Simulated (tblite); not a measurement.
Species: CH15NOSi5.
SMILES with atom numbers: `[SiH3:1][NH:2][Si@@H:3]([SiH3:4])[CH2:5][SiH2:6][O:7][SiH3:8]` (hydrogens: H9, H10, H11 on Si1; H12 on N2; H13 on Si3; H14, H15, H16 on Si4; H17, H18 on C5; H19, H20 on Si6; H21, H22, H23 on Si8)

A start from a force field or distance geometry was refined with GFN2-xTB geometry optimisation, gas phase (tblite 0.8.0). Values at the start:

```
coordinate    start
    Si1–N2  1.784 Å
    Si1–H9  1.463 Å
    N2–Si3  1.797 Å
    N2–H12  1.028 Å
   Si3–Si4  2.235 Å
    Si3–C5  1.859 Å
   Si3–H13  1.475 Å
   Si4–H14  1.481 Å
    C5–Si6  1.849 Å
    C5–H17  1.113 Å
    C5–H18  1.103 Å
    Si6–O7  1.699 Å
   Si6–H19  1.487 Å
   Si6–H20  1.450 Å
    O7–Si8  1.700 Å
   Si8–H21  1.478 Å
Si1–N2–Si3   107.2°
N2–Si3–Si4   106.0°
 N2–Si3–C5   113.3°
Si3–C5–Si6   113.3°
Si4–Si3–C5   110.4°
 C5–Si6–O7   114.9°
Si6–O7–Si8   115.2°
```

Q: How do these coordinates change at the GFN2-xTB level?

A: 
```csv
coordinate,GFN2-xTB (Å or °),change
O7–Si8,1.614,-0.086
Si6–O7,1.623,-0.076
Si3–Si4,2.304,+0.069
N2–Si3,1.740,-0.057
Si1–N2,1.729,-0.055
Si3–C5,1.902,+0.043
C5–Si6,1.891,+0.042
C5–H17,1.091,-0.022
Si6–H19,1.466,-0.021
N2–H12,1.007,-0.021
Si8–H21,1.462,-0.016
Si6–H20,1.464,+0.014
C5–H18,1.090,-0.013
Si4–H14,1.469,-0.012
Si3–H13,1.486,+0.011
Si1–H9,1.461,-0.002
Si6–O7–Si8,167.0,+51.8
Si1–N2–Si3,129.6,+22.4
N2–Si3–C5,105.5,-7.8
C5–Si6–O7,107.6,-7.3
N2–Si3–Si4,110.1,+4.1
Si4–Si3–C5,113.1,+2.7
Si3–C5–Si6,114.3,+1.0
```

The energy falls by 31.8 kcal/mol over 213 L-BFGS steps, the largest force on an atom goes from 2.37 to 0.008 eV/Å, and the atoms move by 1.095 Å rms after alignment. The bond that changes most is O7–Si8 (siloxane oxygen to oxygen-bound silicon), which shortens by 0.086 Å. Bonds longer at the end by more than 0.005 Å: 5 of 22; shorter: 12. Among the dihedrals that turn most is N2–Si3–C5–Si6, from 12° to -52°. Rotational constants go from 1319, 395.8, 320.5 to 1447, 319.1, 284.5 MHz.

Time: 5.0 s wall. Hardware: Arm Neoverse N1, one thread (shared host).

GFN2-xTB frequencies show an imaginary mode (28i cm⁻¹), so the point is no minimum at that level. 3 starts were optimised and ended at 0.00, 0.87 and 1.13 kcal/mol (GFN2-xTB); the lowest of these is shown.

All values are computed, not measured.
